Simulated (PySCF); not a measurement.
B3H3O3. Atoms are numbered in the order given.

```xyz
9

B     -1.3751     0.0000     0.0000
O     -0.6833    -1.1835     0.0000
B      0.6875    -1.1909     0.0000
O      1.3666     0.0000     0.0000
B      0.6875     1.1909     0.0000
O     -0.6833     1.1835     0.0000
H     -2.5767     0.0000     0.0000
H      1.2884    -2.2315     0.0000
H      1.2884     2.2315     0.0000
```
Charge 0, spin multiplicity 1.

The structure is a stationary point at PBE0-D3(BJ)/def2-SVP.

The numbers are results of B3LYP/def2-TZVP (PySCF), not measurements.

Symmetry labels are those of the subgroup C2v that the program uses (full group D3h).

Computed valence orbital energies around the gap with their symmetry:
```tsv
orbital	symmetry	energy (eV)
HOMO−7	B2	-12.87
HOMO−6	A1	-11.24
HOMO−5	B1	-11.24
HOMO−4	A1	-11.08
HOMO−3	A2	-10.68
HOMO−2	B2	-10.68
HOMO−1	B1	-9.39
HOMO	A1	-9.39
LUMO	B2	-0.84
LUMO+1	A2	-0.84
LUMO+2	A1	0.61
LUMO+3	B2	0.65
```
